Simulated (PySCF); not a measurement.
Vertical excitations of a molecule H10N2Si3 from TDA-PBE/def2-SVPD (PySCF 2.14.0), as energy in eV (oscillator strength): 5.16 (0.007), 5.47 (0.032), 5.67 (0.024), 5.74 (0.005), 5.90 (0.014), 5.96 (0.026), 6.02 (0.007), 6.04 (0.102), 6.22 (0.043), 6.33 (0.043). Lowest triplet (TDA): 4.85 eV. The structure is a stationary point at PBE0-D3(BJ)/def2-SVP. One conformer was computed; it need not be the lowest.

Q: Which molecule gave these data?
(A) N[SiH](N)[SiH2][SiH3]
(B) N[SiH2]N[SiH2][SiH3]
(C) N[Si@H]([SiH3])N[SiH3]
(D) N[SiH2][SiH2][SiH2]N

A: B, N[SiH2]N[SiH2][SiH3]
